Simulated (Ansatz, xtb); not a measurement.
CH6AlIn: where a starting geometry ends

The starting geometry of this gas-phase singlet has its atoms placed at random.

```xyz
9

C    -0.3846   -0.9716   -1.2773
Al   -2.4909   -0.1769   -0.2997
In    1.0817   -0.3282    0.7869
H    -0.9186    0.2381   -2.0436
H     1.1396    1.4638   -0.7940
H     0.6080    1.0808    0.8612
H    -1.2469   -0.4107    0.9880
H     0.4194    0.9380   -0.2143
H     2.4436    0.4231   -0.2449
```

Task: Guess where an optimisation with r2SCAN-D4/def2-SVP ends from this start.

Result: It loosens into CH4AlIn + H2, which stay close as a complex. Distances that change by over a tenth: In3–H6 (1.49 → 1.73 Å). Contacts that open: Al2–H7 (1.81 → 2.54 Å), In3–H8 (1.74 → 2.65 Å). Contacts that close: C1–Al2 (2.45 → 1.97 Å), C1–In3 (2.61 → 2.17 Å), C1–H4 (1.53 → 1.11 Å), C1–H7 (2.49 → 1.11 Å), H5–H8 (1.06 → 0.76 Å).

The energy falls by 11.27 eV over 26 steps:

```csv
step,E − E(last) (eV)
1,11.269
4,4.929
7,1.792
9,0.888
12,0.263
15,0.029
18,0.001
20,0.000
23,0.000
26,0.000
```

Final geometry (Å):

```yaml
atoms:
  - { symbol: C, position_ang: [-1.1012, -0.3477, -0.5474] }
  - { symbol: Al, position_ang: [-2.1518, -1.9781, -0.2019] }
  - { symbol: In, position_ang: [0.8495, -0.1017, 0.3741] }
  - { symbol: H, position_ang: [-0.9366, -0.2733, -1.6431] }
  - { symbol: H, position_ang: [1.5921, 2.3298, -0.6074] }
  - { symbol: H, position_ang: [0.9565, 0.6140, 1.9496] }
  - { symbol: H, position_ang: [-1.7076, 0.5247, -0.2240] }
  - { symbol: H, position_ang: [0.9000, 2.2198, -0.9074] }
  - { symbol: H, position_ang: [2.2504, -0.7311, -0.4304] }
```

From the same start GFN2-xTB ends elsewhere, in pieces: CH4AlIn + H2.

From so rough a start the end depends on the optimiser's path, so another program may land elsewhere. No frequencies were run, so the end isn't proven a minimum. Atoms past krypton carry core potentials, without spin–orbit terms. Run with Ansatz 0.2.0, 32 s on 2 threads of Intel(R) Xeon(R) 6975P-C (Granite Rapids), with other jobs on the host.
